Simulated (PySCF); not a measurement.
PySCF input for B(Cl)(OMe)(NH2) (CH5BClNO), SMILES COB(N)Cl, PBE/pcSseg-1. The structure is a stationary point at B3LYP-D3(BJ)/def2-SVP. This is a generated structure with no PubChem entry under its InChIKey; it may be hypothetical. Other conformers were not sampled.

```python
import numpy as np
from pyscf import gto, scf, dft
from pyscf.prop.nmr import rks as nmr

mol = gto.M(
    atom='''
    B     0.19191677    0.07205647   -0.00000000
    Cl   -0.38556773    1.76621830    0.00000000
    O    -0.76085205   -0.89555678   -0.00000000
    C    -0.42458414   -2.26273028   -0.00000000
    H     0.15931596   -2.54062139    0.89701114
    H    -1.35409962   -2.85014314   -0.00000000
    H     0.15931596   -2.54062140   -0.89701113
    N     1.57567190   -0.17144983   -0.00000000
    H     2.24932816    0.58271039   -0.00000000
    H     1.98582502   -1.09633314   -0.00000000
    ''',
    basis='pcSseg-1',
    charge=0,
    spin=0,
    max_memory=1600,
    verbose=3,
)
mf = dft.RKS(mol, xc='pbe')
mf.grids.level = 3
mf.conv_tol = 1e-10
mf.max_cycle = 100
mf.kernel()
n = nmr.NMR(mf)
n.verbose = 2
n.max_cycle_cphf = 60
sigma = n.kernel()
print('atom   isotropic/ppm   span/ppm')
for i, s in enumerate(sigma):
    w = np.linalg.eigvalsh((s + s.T) / 2)
    print(f'{mol.atom_symbol(i):2s}{i + 1:3d} {w.mean():14.3f} {w[2] - w[0]:11.3f}')
```

Program output:

```
converged SCF energy = -655.807209500896
atom   isotropic/ppm   span/ppm
B   1         69.966      28.006
Cl  2        871.070     290.603
O   3        229.737     225.010
C   4        125.810      82.294
H   5         27.646       9.184
H   6         27.273       9.977
H   7         27.646       9.184
N   8        190.782      84.293
H   9         28.580      13.617
H  10         28.786      14.600
```

The run converged.
